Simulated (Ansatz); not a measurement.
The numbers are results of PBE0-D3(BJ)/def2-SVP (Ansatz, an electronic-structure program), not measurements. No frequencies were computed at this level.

Ansatz 0.2 input:
```yaml
crystal:
  periodic: [false, false, false]
  atoms:
    - { symbol: Al, position_ang: [-0.163007, 0.065897, 0.248032] }
    - { symbol: C, position_ang: [-2.123259, 0.433053, 0.283604] }
    - { symbol: H, position_ang: [-2.414157, 1.259932, -0.372999] }
    - { symbol: H, position_ang: [-2.479617, 0.706497, 1.28284] }
    - { symbol: H, position_ang: [-2.723831, -0.43015, -0.022241] }
    - { symbol: C, position_ang: [1.120564, 1.606123, 0.361885] }
    - { symbol: H, position_ang: [0.854359, 2.446717, -0.286885] }
    - { symbol: H, position_ang: [2.157621, 1.344837, 0.126885] }
    - { symbol: H, position_ang: [1.13544, 2.009572, 1.380516] }
    - { symbol: C, position_ang: [0.497663, -1.748587, 0.800562] }
    - { symbol: H, position_ang: [1.559797, -1.920215, 0.597737] }
    - { symbol: H, position_ang: [-0.048038, -2.575312, 0.3346] }
    - { symbol: H, position_ang: [0.372152, -1.881184, 1.880898] }
    - { symbol: C, position_ang: [0.840234, -0.502465, -2.618646] }
    - { symbol: N, position_ang: [0.17617, -0.256282, -1.722946] }
    - { symbol: H, position_ang: [1.451649, -0.730878, -3.451611] }
basis:
  gaussian: { orbitals: def2-svp }
hamiltonian:
  xc: pbe0
  dispersion: d3bj
relax:
  max_steps: 150
```

Output:

```
Functional definition: PBE0
1521 factors; integrals over basis functions are off by at most 3.9e-4 eV
mean field evaluation 1: about -12366.0370 eV, gradient 7.9e1 eV
mean field evaluation 2: about -12354.3524 eV, gradient 1.0e2 eV
mean field evaluation 4: about -12381.1678 eV, gradient 6.4e0 eV
mean field evaluation 8: about -12381.2962 eV, gradient 3.3e-1 eV
mean field evaluation 16: about -12381.2965 eV, gradient 1.1e-5 eV
mean field -12381.29650407 eV, -455.0042541805 hartree, gradient 1.1e-5 eV, S^2 0.000000; 0 other end points of the search recorded, 0 dependent functions left out
reference -12381.29653510 eV, -455.0042553207 hartree; 27, 27 occupied and 111, 111 virtual orbitals, 1521 factors
relax step   1: F+E_penalty+E_count = -12381.59069519 eV  Δ(F+E_penalty+E_count) = +0.000e0 eV  max|allowed force component| = 7.540e-1 eV/Å  Δτ_max = 0.0000 Å  (28 SCF iters, accepted)
these checks for a lower state are left out or cut short: starts, cluster_reference, orbital_swaps, neighbouring_geometries, increment
1521 factors; integrals over basis functions are off by at most 4.1e-4 eV
mean field -12381.38415402 eV, -455.0074752565 hartree, gradient 2.5e-5 eV, S^2 0.000000; 0 other end points of the search recorded, 0 dependent functions left out
reference -12381.38418500 eV, -455.0074763951 hartree; 27, 27 occupied and 111, 111 virtual orbitals, 1521 factors
relax step   2: F+E_penalty+E_count = -12381.67622475 eV  Δ(F+E_penalty+E_count) = -8.553e-2 eV  max|allowed force component| = 5.271e-1 eV/Å  Δτ_max = 0.1564 Å  (29 SCF iters, accepted)
these checks for a lower state are left out or cut short: starts, cluster_reference, orbital_swaps, neighbouring_geometries, increment
1521 factors; integrals over basis functions are off by at most 4.1e-4 eV
mean field -12381.41139087 eV, -455.0084761924 hartree, gradient 2.1e-5 eV, S^2 0.000000; 0 other end points of the search recorded, 0 dependent functions left out
reference -12381.41142187 eV, -455.0084773315 hartree; 27, 27 occupied and 111, 111 virtual orbitals, 1521 factors
relax step   3: F+E_penalty+E_count = -12381.70252907 eV  Δ(F+E_penalty+E_count) = -2.630e-2 eV  max|allowed force component| = 5.632e-1 eV/Å  Δτ_max = 0.1076 Å  (28 SCF iters, accepted)
these checks for a lower state are left out or cut short: starts, cluster_reference, orbital_swaps, neighbouring_geometries, increment
1521 factors; integrals over basis functions are off by at most 4.1e-4 eV
mean field evaluation 32: about -12380.9484 eV, gradient 1.2e1 eV
mean field -12381.43273808 eV, -455.0092606877 hartree, gradient 2.1e-5 eV, S^2 0.000000; 0 other end points of the search recorded, 0 dependent functions left out
reference -12381.43276913 eV, -455.0092618288 hartree; 27, 27 occupied and 111, 111 virtual orbitals, 1521 factors
relax step   4: F+E_penalty+E_count = -12381.72281319 eV  Δ(F+E_penalty+E_count) = -2.028e-2 eV  max|allowed force component| = 6.178e-1 eV/Å  Δτ_max = 0.2000 Å  (29 SCF iters, accepted)
these checks for a lower state are left out or cut short: starts, cluster_reference, orbital_swaps, neighbouring_geometries, increment
1521 factors; integrals over basis functions are off by at most 4.1e-4 eV
mean field -12381.44751009 eV, -455.0098035491 hartree, gradient 1.9e-5 eV, S^2 0.000000; 0 other end points of the search recorded, 0 dependent functions left out
reference -12381.44754143 eV, -455.0098047009 hartree; 27, 27 occupied and 111, 111 virtual orbitals, 1521 factors
relax step   5: F+E_penalty+E_count = -12381.73550380 eV  Δ(F+E_penalty+E_count) = -1.269e-2 eV  max|allowed force component| = 5.466e-1 eV/Å  Δτ_max = 0.1673 Å  (29 SCF iters, accepted)
these checks for a lower state are left out or cut short: starts, cluster_reference, orbital_swaps, neighbouring_geometries, increment
1521 factors; integrals over basis functions are off by at most 4.1e-4 eV
mean field -12381.44937641 eV, -455.0098721353 hartree, gradient 2.4e-5 eV, S^2 0.000000; 0 other end points of the search recorded, 0 dependent functions left out
reference -12381.44940780 eV, -455.0098732887 hartree; 27, 27 occupied and 111, 111 virtual orbitals, 1521 factors
relax step   6: F+E_penalty+E_count = -12381.73722904 eV  Δ(F+E_penalty+E_count) = -1.725e-3 eV  max|allowed force component| = 7.383e-1 eV/Å  Δτ_max = 0.1951 Å  (29 SCF iters, accepted)
these checks for a lower state are left out or cut short: starts, cluster_reference, orbital_swaps, neighbouring_geometries, increment
1521 factors; integrals over basis functions are off by at most 4.1e-4 eV
mean field -12381.45282413 eV, -455.0099988368 hartree, gradient 1.1e-5 eV, S^2 0.000000; 0 other end points of the search recorded, 0 dependent functions left out
reference -12381.45285547 eV, -455.0099999884 hartree; 27, 27 occupied and 111, 111 virtual orbitals, 1521 factors
relax step   7: F+E_penalty+E_count = -12381.74130812 eV  Δ(F+E_penalty+E_count) = -4.079e-3 eV  max|allowed force component| = 9.353e-2 eV/Å  Δτ_max = 0.0498 Å  (31 SCF iters, accepted)
these checks for a lower state are left out or cut short: starts, cluster_reference, orbital_swaps, neighbouring_geometries, increment
1521 factors; integrals over basis functions are off by at most 4.1e-4 eV
mean field evaluation 64: about -12381.4533 eV, gradient 5.1e-4 eV
mean field -12381.45332303 eV, -455.0100171708 hartree, gradient 1.1e-5 eV, S^2 0.000000; 0 other end points of the search recorded, 0 dependent functions left out
reference -12381.45335434 eV, -455.0100183215 hartree; 27, 27 occupied and 111, 111 virtual orbitals, 1521 factors
relax step   8: F+E_penalty+E_count = -12381.74211124 eV  Δ(F+E_penalty+E_count) = -8.031e-4 eV  max|allowed force component| = 9.821e-3 eV/Å  Δτ_max = 0.0357 Å  (31 SCF iters, accepted)
these checks for a lower state are left out or cut short: starts, cluster_reference, orbital_swaps, neighbouring_geometries, increment
1521 factors; integrals over basis functions are off by at most 4.1e-4 eV
mean field -12381.45343415 eV, -455.0100212544 hartree, gradient 1.1e-5 eV, S^2 0.000000; 0 other end points of the search recorded, 0 dependent functions left out
reference -12381.45346546 eV, -455.0100224052 hartree; 27, 27 occupied and 111, 111 virtual orbitals, 1521 factors
relax step   9: F+E_penalty+E_count = -12381.74226688 eV  Δ(F+E_penalty+E_count) = -1.556e-4 eV  max|allowed force component| = 1.730e-2 eV/Å  Δτ_max = 0.0439 Å  (30 SCF iters, accepted)
these checks for a lower state are left out or cut short: starts, cluster_reference, orbital_swaps, neighbouring_geometries, increment
1521 factors; integrals over basis functions are off by at most 4.1e-4 eV
mean field -12381.45351896 eV, -455.0100243713 hartree, gradient 9.3e-6 eV, S^2 0.000000; 0 other end points of the search recorded, 0 dependent functions left out
reference -12381.45355029 eV, -455.0100255224 hartree; 27, 27 occupied and 111, 111 virtual orbitals, 1521 factors
relax step  10: F+E_penalty+E_count = -12381.74228864 eV  Δ(F+E_penalty+E_count) = -2.177e-5 eV  max|allowed force component| = 1.183e-2 eV/Å  Δτ_max = 0.0076 Å  (24 SCF iters, accepted)
these checks for a lower state are left out or cut short: starts, cluster_reference, orbital_swaps, neighbouring_geometries, increment
1521 factors; integrals over basis functions are off by at most 4.1e-4 eV
mean field -12381.45351091 eV, -455.0100240752 hartree, gradient 4.2e-5 eV, S^2 0.000000; 0 other end points of the search recorded, 0 dependent functions left out
reference -12381.45354223 eV, -455.0100252262 hartree; 27, 27 occupied and 111, 111 virtual orbitals, 1521 factors
relax step  11: F+E_penalty+E_count = -12381.74230845 eV  Δ(F+E_penalty+E_count) = -1.981e-5 eV  max|allowed force component| = 6.048e-4 eV/Å  Δτ_max = 0.0019 Å  (20 SCF iters, accepted)
1521 factors; integrals over basis functions are off by at most 4.1e-4 eV
mean field evaluation 96: about -12381.4535 eV, gradient 2.0e-3 eV
mean field -12381.45351091 eV, -455.0100240752 hartree, gradient 4.2e-5 eV, S^2 0.000000; 1 other end points of the search recorded, 0 dependent functions left out
reference -12381.45354223 eV, -455.0100252262 hartree; 27, 27 occupied and 111, 111 virtual orbitals, 1521 factors
Total energy: -12381.74233977 eV, -455.0206383403 hartree
Atom 0 at    -0.055441     0.046024     0.255380 Å, force     0.000048    -0.000010    -0.000361 eV/Å
Atom 1 at    -1.999100     0.383848     0.090782 Å, force    -0.000032     0.000031     0.000268 eV/Å
Atom 2 at    -2.230655     1.253439    -0.547899 Å, force    -0.000025     0.000013     0.000082 eV/Å
Atom 3 at    -2.434688     0.599988     1.082591 Å, force    -0.000392    -0.000043     0.000038 eV/Å
Atom 4 at    -2.552490    -0.482146    -0.311121 Å, force    -0.000004     0.000114    -0.000019 eV/Å
Atom 5 at     1.134034     1.603048     0.537712 Å, force    -0.000039     0.000131     0.000174 eV/Å
Atom 6 at     0.873289     2.463887    -0.101550 Å, force    -0.000004    -0.000000    -0.000121 eV/Å
Atom 7 at     2.197766     1.367425     0.362591 Å, force     0.000059     0.000063    -0.000030 eV/Å
Atom 8 at     1.060080     1.955630     1.581927 Å, force     0.000164     0.000339    -0.000193 eV/Å
Atom 9 at     0.522153    -1.702616     0.981676 Å, force    -0.000158    -0.000084     0.000241 eV/Å
Atom 10 at     1.591542    -1.908755     0.803857 Å, force     0.000035    -0.000104    -0.000077 eV/Å
Atom 11 at    -0.053776    -2.549436     0.570704 Å, force    -0.000006    -0.000017    -0.000073 eV/Å
Atom 12 at     0.376994    -1.728132     2.076411 Å, force     0.000091    -0.000377    -0.000080 eV/Å
Atom 13 at     0.599240    -0.495300    -2.875262 Å, force    -0.000067    -0.000042    -0.000307 eV/Å
Atom 14 at     0.368071    -0.303873    -1.766840 Å, force     0.000070     0.000067     0.000605 eV/Å
Atom 15 at     0.816721    -0.675476    -3.918727 Å, force     0.000260    -0.000083    -0.000147 eV/Å
Dipole moment:     0.255262    -0.211170    -1.221469 e Å
```

Cost: roughly 80 core-seconds.
